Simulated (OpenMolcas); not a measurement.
# Levels of O I by method

```
Program             : OpenMolcas 26.06
Basis               : ANO-R2 [4s4p2d1f]
Scalar Hamiltonian  : X2C, finite nucleus
Active space        : 6 electrons in 8 orbitals (2s 2p 3s 3p)
State averaging     : 2S+1 = 3 even, 3 roots; 2S+1 = 1 even, 6 roots; 2S+1 = 3 odd, 1 root; 2S+1 = 1 odd, 5 roots (0 in the spin-orbit step)
Spin-orbit coupling : RASSI with atomic mean-field integrals over the reference wave functions, term energies averaged over their components
```

Methods on the same reference wave functions:
A. CASSCF
B. SS-CASPT2, IPEA 0.25 Eh, imaginary shift 0.1 Eh (closed shells correlated: 1s)

Energies in eV above 2s² 2p⁴ ³P₂, the measured ground level; measured values from NIST Handbook of Basic Atomic Spectroscopic Data.

| Level | A | B | Measured |
| --- | --- | --- | --- |
| 2s² 2p⁴ ³P₂ | 0.0000 | 0.0000 | 0.0000 |
| 2s² 2p⁴ ³P₁ | 0.0173 | 0.0173 | 0.0196 |
| 2s² 2p⁴ ³P₀ | 0.0258 | 0.0258 | 0.0281 |
| 2s² 2p⁴ ¹D₂ | 2.1741 | 2.020 | 1.9674 |
| 2s² 2p⁴ ¹S₀ | 3.7547 | 4.182 | 4.1897 |

Deviations, from unrounded energies. A percentage is the sum of absolute deviations over the sum of measured energies, with the sign that they share, or ± where signs differ.

```json
{"Against measurement": "mean absolute deviation (cm-1)", "Levels": "4", "A": "1300", "B": "130"}
{"Against measurement": "fine structure of the ground term (%)", "Levels": "2", "A": "-9.7", "B": "-9.7"}
{"Against measurement": "other terms of the ground configuration (%)", "Levels": "2", "A": "±10.4", "B": "±1.0"}
```

B lies closest to measurement on these levels. The largest miss of B in the table is 2s² 2p⁴ ¹D₂, by +420 cm-1. The ranking rests on the paired levels alone, and a cruder setting can come out closer through cancelling errors.

From A to B the spin-free energies of the other terms of 2s² 2p⁴ shown, above ³P, scale by factors of 0.93 to 1.11.

The lowest spin-free term lies below A's lowest term by 0.109 hartree in B.

The run also gave levels led by 2s² 2p³ 3s, which use shells meant for correlation; these and all levels above them are left out. Without dynamic correlation excited terms often stand tens of per cent too high (terms of higher spin than the ground term too low), and those without a measured partner can miss by more than the paired ones (holds for A). Computed and measured levels are paired by configuration, term and J; levels that our copy of the source lacks, or whose pairing is in doubt (as where it misses far off the trend of its configuration), stay unpaired and out of the deviations. Only configurations of the active space appear. Levels that lie high or do not pair safely by name in every column are left out.
